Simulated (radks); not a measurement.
The numbers below are computed, except where a source is named.
Isoelectronic series with 8 electrons, all held in the configuration [He] 2s2 2p4, which need not be the ground one along the series. Code: a radial shooting solver on a logarithmic mesh with Libxc functionals. Model: Dirac Kohn-Sham, PBE, spin-unpolarised, spherical densities, finite nucleus; open shells fill j = l - 1/2 first; Fermi nuclear charge, rms radius of each element as measured or else 0.836 A^(1/3) + 0.57 fm. Total energies (hartree) and mean radii <r> (bohr):

O: E (hartree) -75.00272; 2p3/2 1.267; 2p1/2 1.264
Ne2+: E (hartree) -126.60075; 2p3/2 0.8122; 2p1/2 0.8105
Mg4+: E (hartree) -192.33462; 2p3/2 0.6066; 2p1/2 0.6050
Si6+: E (hartree) -272.21993; 2p3/2 0.4858; 2p1/2 0.4841
S8+: E (hartree) -366.29927; 2p3/2 0.4056; 2p1/2 0.4037
Ar10+: E (hartree) -474.62962; 2p3/2 0.3483; 2p1/2 0.3463
Ca12+: E (hartree) -597.27959; 2p3/2 0.3053; 2p1/2 0.3031
Ti14+: E (hartree) -734.32829; 2p3/2 0.2718; 2p1/2 0.2694
Cr16+: E (hartree) -885.86549; 2p3/2 0.2449; 2p1/2 0.2424
Fe18+: E (hartree) -1051.99133; 2p3/2 0.2228; 2p1/2 0.2201
Ni20+: E (hartree) -1232.81703; 2p3/2 0.2044; 2p1/2 0.2016
Zn22+: E (hartree) -1428.46418; 2p3/2 0.1888; 2p1/2 0.1858
Ge24+: E (hartree) -1639.06664; 2p3/2 0.1754; 2p1/2 0.1722
Se26+: E (hartree) -1864.77060; 2p3/2 0.1637; 2p1/2 0.1603
Kr28+: E (hartree) -2105.73402; 2p3/2 0.1535; 2p1/2 0.1499
Sr30+: E (hartree) -2362.12828; 2p3/2 0.1445; 2p1/2 0.1407
